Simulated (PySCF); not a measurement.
**Radial density of Cd+ (cadmium, charge +1)**

UHF, [Kr] 4d10 5s1, 2S determinant. Calculation: PySCF 2.14, in aug-cc-pVDZ-PP with ECP28MDF (5s5p4d2f, 54 functions); scalar relativity through the core potential. This is the valence pseudo-density: the core potential removes the inner electrons and smooths the orbitals near the nucleus.

```
r (bohr)  4πr²ρ (e/bohr)  4πr²(ρα − ρβ)
  0.0180       2.022e-05         0.0000
  0.0303       5.069e-05         0.0000
  0.0509       0.0001201         0.0000
  0.0856       0.0005061         0.0000
   0.144        0.005833         0.0000
   0.242         0.09269        -0.0002
   0.408           1.967         0.0046
   0.686           16.17         0.0208
    1.15           14.93        -0.0311
    1.94           2.994         0.3944
    3.26          0.4247         0.3085
    5.49         0.03175         0.0315
    9.23       3.135e-05         0.0000
    15.5       1.200e-05         0.0000
```

Energies and moments cover only the electrons outside the core potential.

**Question.** Where is the radial spin density 4πr²(ρα − ρβ) most negative, and why is it negative at all?

**Answer.** Around r = 1.15 bohr, down to -0.0311 e/bohr: exchange with the open shell polarises the paired shells in an unrestricted calculation.
